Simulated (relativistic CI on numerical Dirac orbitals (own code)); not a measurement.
# Level scheme of Cs

Computed by Dirac-Coulomb-Breit CI, KLI orbitals optimised for each configuration, model QED, valence Slater integrals scaled by 0.85, P86 correlation estimate, and configurations built on the next ion tied to the tabulated ionisation energy (semi-empirical) (own radial code, finite nucleus).

Configurations in the expansion (outside the closed core [Xe]): 6s, 6p, 5d, 7s, 7p, 6d, 5f, 6f, 8s, 8p, 7d, 5g, 4f, 8d. Levels of other configurations are missing.

The lowest level is 6s 2S_1/2, with 100 % of that term; Hund's rules for 6s give 2S with J = 1/2, in agreement.

```
No.  Configuration  Term    J  E (cm⁻¹)    %  Landé g  jj configuration (%)
  1             6s    2S  1/2       0.0  100    2.002              6s (100)
  2             6p   2P°  1/2   10898.4  100    0.666           6p1/2 (100)
  3             6p   2P°  3/2   11279.2  100    1.334           6p3/2 (100)
  4             5d    2D  5/2   15202.5  100    1.200           5d5/2 (100)
  5             5d    2D  3/2   15278.5  100    0.800           5d3/2 (100)
  6             7s    2S  1/2   18420.8  100    2.002              7s (100)
  7             7p   2P°  1/2   21711.6  100    0.666           7p1/2 (100)
  8             7p   2P°  3/2   21836.0  100    1.334           7p3/2 (100)
  9             6d    2D  5/2   22672.6  100    1.200           6d5/2 (100)
 10             6d    2D  3/2   22741.6  100    0.800           6d3/2 (100)
 11             8s    2S  1/2   24354.8  100    2.002              8s (100)
 12             4f   2F°  7/2   24558.0  100    1.143           4f7/2 (100)
 13             4f   2F°  5/2   24558.8  100    0.857           4f5/2 (100)
 14             8p   2P°  1/2   25906.4  100    0.666           8p1/2 (100)
 15             8p   2P°  3/2   25958.3  100    1.334           8p3/2 (100)
 16             7d    2D  5/2   26173.5  100    1.200           7d5/2 (100)
 17             7d    2D  3/2   26243.9  100    0.800           7d3/2 (100)
 18             5g    2G  7/2   27016.5  100    0.889           5g7/2 (100)
 19             5g    2G  9/2   27016.5  100    1.111           5g9/2 (100)
 20             5f   2F°  7/2   27026.9  100    1.143           5f7/2 (100)
 21             5f   2F°  5/2   27027.6  100    0.857           5f5/2 (100)
 22             8d    2D  5/2   28105.3  100    1.200           8d5/2 (100)
 23             8d    2D  3/2   28166.0  100    0.800           8d3/2 (100)
 24             6f   2F°  7/2   28366.7  100    1.143           6f7/2 (100)
 25             6f   2F°  5/2   28367.2  100    0.857           6f5/2 (100)
```

Energies count from the lowest computed level; ° marks odd parity. Filled j subshells are mostly left out of the jj labels.

The mean weight of the leading LS term, summed over parents, in these 25 levels is 100 %, and that of the leading jj configuration (from the same eigenvectors) 100 %.

Configurations that consist of the next ion and one excited electron were tied to the tabulated ionisation energy; Rydberg ones are usually within 1,000 to 3,000 cm⁻¹ and the lowest ones within about 6,000 (9,000 in d shells), while levels on excited terms of the next ion carry the error of that term, and the other configurations can be misplaced by 10,000 cm⁻¹ or more. Rates follow the energies as ν³ (E1, M1) or ν⁵ (E2), so rates, branching and lifetimes can be off by large factors. The fine structure of a lone outer electron comes out too small, for d and f at times inverted, and misplaced configurations move strength between like terms. 9 of the 9 excited levels that our extract of the measured tables holds in this range could be paired (the sources list more); they are missed by 288 cm⁻¹ on average and 779 at most, and levels without a partner can miss by more.
